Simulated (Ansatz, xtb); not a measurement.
## Two isomers of C6H12O

We compare I, `C=CC(C)(C)OC`, a singlet, with II, `C=C[C@@H](CC)OC`, a singlet. Both are isolated molecules in the gas phase, relaxed with B3LYP-D3(BJ)/def2-SVP; each stands in its lowest conformer found.

Quicker runs give these differences E(II) − E(I): GFN2-xTB +1.11 kcal/mol; HF/STO-3G −1.60 kcal/mol (at GFN2-xTB geometries); r2SCAN-D4/def2-SVP +1.20 kcal/mol (at GFN2-xTB geometries).

Question: Estimate which is lower in electronic energy at CCSD(T)/def2-SVP + ΔMP2/def2-TZVPP, and by roughly how much.

Answer: CCSD(T)/def2-SVP + ΔMP2/def2-TZVPP gives E(II) − E(I) = +1.78 kcal/mol, favouring structure I, but this leans on the basis-set step: CCSD(T) alone gives +0.95 kcal/mol.

The same difference at several levels:

| level | geometry | E(II) − E(I) (kcal/mol) | departure from the last row (kcal/mol) | job, with rough time for the two |
| --- | --- | --- | --- | --- |
| GFN2-xTB | GFN2-xTB | +1.11 | −0.67 | optimisation, 0.65 s |
| HF/STO-3G | GFN2-xTB | −1.60 | −3.38 | single point, 2.4 s |
| r2SCAN-D4/def2-SVP | GFN2-xTB | +1.20 | −0.58 | single point, 15 s |
| B3LYP-D3(BJ)/def2-SVP | B3LYP-D3(BJ)/def2-SVP | +0.40 | −1.38 | optimisation, 5.5 min |
| HF/def2-SVP | B3LYP-D3(BJ)/def2-SVP | −1.67 | −3.45 | part of the CCSD(T) run |
| MP2/def2-SVP | B3LYP-D3(BJ)/def2-SVP | +1.27 | −0.51 | part of the CCSD(T) run |
| CCSD(T)/def2-SVP | B3LYP-D3(BJ)/def2-SVP | +0.95 | −0.84 | single point |
| CCSD(T)/def2-SVP + ΔMP2/def2-TZVPP | B3LYP-D3(BJ)/def2-SVP | +1.78 |  | single point, 7.3 min |

As drawn, both hold the same kinds of bond in the same numbers. Structure I has 3 methyl groups, II 2.

HF/STO-3G, HF/def2-SVP put the two in the other order. B3LYP-D3(BJ)/def2-SVP finds them nearly level. The largest departure from CCSD(T)/def2-SVP + ΔMP2/def2-TZVPP is that of HF/def2-SVP, 3.45 kcal/mol. The last row adds to CCSD(T) the change of the MP2 difference between the two basis sets, here +0.84 kcal/mol.

With thermal terms from frequencies at re-optimised GFN2-xTB minima (ideal gas, soft modes damped towards free rotors, one conformer each, 298.15 K, 1 atm): the zero-point term adds +0.28 kcal/mol; ΔH is +2.09 and ΔG +1.46 kcal/mol.

The correlated steps freeze 7 core orbitals. Mirror images aren't counted in ΔG. Run with Ansatz 0.2.0, xtb 6.7.1; the last row on 2 threads of Intel(R) Xeon(R) Processor @ 2.50GHz (Skylake/Cascade Lake) on a shared host.
